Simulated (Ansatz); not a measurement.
Consider the formal exchange of groups at a Ti–O bond: `[OH][Ti]([F])([F])[Cl]` + `C#C` → `C#[C][Ti]([F])([F])[Cl]` + H₂O.

Calculated with Ansatz (gas phase, PBE0-D4/def2-TZVP geometries, no zero-point term in ΔE). CCSD(T)/CBS adds triple-zeta CCSD(T) − MP2 to the extrapolated MP2 energy (def2 sets, frozen cores). This one scheme is used for every species. DFT in def2-TZVPP. For Ti outer-core shells are correlated without core-valence functions, which leaves a few kJ/mol of doubt a bond. Scalar relativity is left out up to krypton. One conformer a species, not always the lowest.

```csv
level,ΔE (kJ/mol)
PBE-D4,101.3
LC-ωPBE,119.2
```

Q: What does CCSD(T)/CBS give? (Best estimate.)

A: The calculation gave: +100.5 kJ/mol. The listed levels differ from it by 0.8, 18.7 kJ/mol.

Q: What do rigid-rotor, harmonic-oscillator terms from PBE0-D4/def2-TZVP frequencies (298.15 K, 1 bar) make of the CCSD(T)/CBS value? (Estimate.)

A: Ansatz gave: ΔZPE = +1.1 kJ/mol, ΔH = +103.4 kJ/mol, ΔS = 8 J/(mol·K), ΔG = +101.0 kJ/mol.

Largest T1 diagnostic among the species: 0.024, so the coupled-cluster value is less sure than usual.

At CCSD(T), def2-SVP lies +12.5 kJ/mol from the extrapolated value and def2-TZVPP +0.4 kJ/mol. Leaving LDA and LC-ωPBE aside and taking each functional with its dispersion term where it has one, the values, not all of them listed here, spread over 17.3 kJ/mol, from revPBE-D4 to CAM-B3LYP-D4. LDA lies +8.0 kJ/mol from PBE without D4. In def2-TZVPP, CCSD(T) changes the Hartree–Fock value by −13.1 kJ/mol (the triples alone add −3.6 kJ/mol) and MP2 by −13.8 kJ/mol.

CCSD(T)/CBS has its own doubt, a few kJ/mol and more with outer-core shells, so smaller differences from it don't rank the levels.
